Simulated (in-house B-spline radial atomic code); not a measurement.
Ionising Se III (Se2+) with different functionals

Computed with a radial B-spline atomic code at the basis-set limit: scalar-relativistic (spin-free X2C) Hamiltonian, Fermi nucleus of rms radius 4.14 fm, spin-polarised at highest spin, spherical fractional occupations for the functionals, and exact exchange of hybrids averaged over the configuration. The ionisation energy is the difference of two self-consistent energies, [Ar] 3d10 4s2 4p2 → [Ar] 3d10 4s2 4p1, without Breit or QED terms; ε is the level of the shell that loses the electron (its least bound occupied spin orbital). There is no spin-orbit coupling in this Hamiltonian.

```tsv
method	rung	ΔSCF (eV)	-ε(4p) (eV)
PBE0	global hybrid	31.69	27.82
B3LYP	global hybrid	31.67	27.45
TPSSh	global hybrid	31.74	27.06
BHandHLYP	global hybrid	?	?
r2SCAN0	global hybrid	31.93	28.12
B97-1	global hybrid	31.52	27.44
HSE06	range-separated hybrid	31.66	27.37
wB97X	range-separated hybrid	31.41	30.13
CAM-B3LYP	range-separated hybrid	?	?
LC-wPBE	range-separated hybrid	31.79	30.83
```

Task: What does CAM-B3LYP give?

Result: ΔSCF 31.68 eV, and -ε(4p) = 29.19 eV.

Task: What does BHandHLYP give?

Result: ΔSCF 31.54 eV, and -ε(4p) = 29.01 eV.

Task: Among the functionals, which spreads more, the ΔSCF values or the orbital energies?

Result: The orbital energies: ΔSCF values span about 0.52 eV and the orbital energies 3.77 eV; here energy differences depend much less on the functional than eigenvalues do.

Task: How do they compare with the NIST value?

Result: NIST lists 31.70 eV ± 0.019 (measured, ground level to ground level). Errors run from -0.29 to +0.23 eV; PBE0 is closest (-0.00 eV), though others lie within the uncertainty of it, and part of that can be cancellation, since the calculations leave out spin-orbit coupling, Breit-QED terms, multiplet and fine-structure energies.
